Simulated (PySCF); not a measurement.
A GIAO shielding run with PySCF 2.14 (density fitting, non-relativistic, gas phase) on `N1([P-]/C=C/C)CCCC1`, [C7H13NP]-:

```
{"job": {"kind": "nmr", "xc": "PBE0", "basis": "pcSseg-1"}, "charge": -1, "multiplicity": 1}
C      4.328923     0.013651    -0.464243
C      3.044349     0.780373    -0.573598
C      1.833836     0.250648    -0.324206
P      0.269771     1.062030    -0.419429
N     -0.683683    -0.354626     0.083368
C     -1.359424    -0.246677     1.355412
C     -2.748605     0.351830     1.065928
C     -3.028093    -0.069670    -0.384773
C     -1.726994    -0.778628    -0.820982
H      5.009451     0.465404     0.268332
H      4.131917    -1.012418    -0.154032
H      4.864308    -0.017311    -1.421433
H      3.133854     1.817060    -0.874233
H      1.760931    -0.792007    -0.023019
H     -1.475236    -1.260321     1.776291
H     -0.771529     0.356705     2.046668
H     -3.505604    -0.012872     1.764184
H     -2.693835     1.437568     1.142774
H     -3.203824     0.802860    -1.013200
H     -3.891863    -0.734633    -0.462703
H     -1.445333    -0.554844    -1.849670
H     -1.853727    -1.870099    -0.718286
```

Hardware: 1 thread of an Arm Neoverse N1, shared host. The job also computes population analyses, field gradients, ring-centre shieldings.

Problem. How large is the calculation?

Solution. 78 electrons, 225 basis functions and 1180 auxiliary functions.

Problem. How long does it take?

Solution. 82 s of wall time, with 14 SCF cycles and 5 response iterations. Times on a shared host scatter by some tens of per cent.
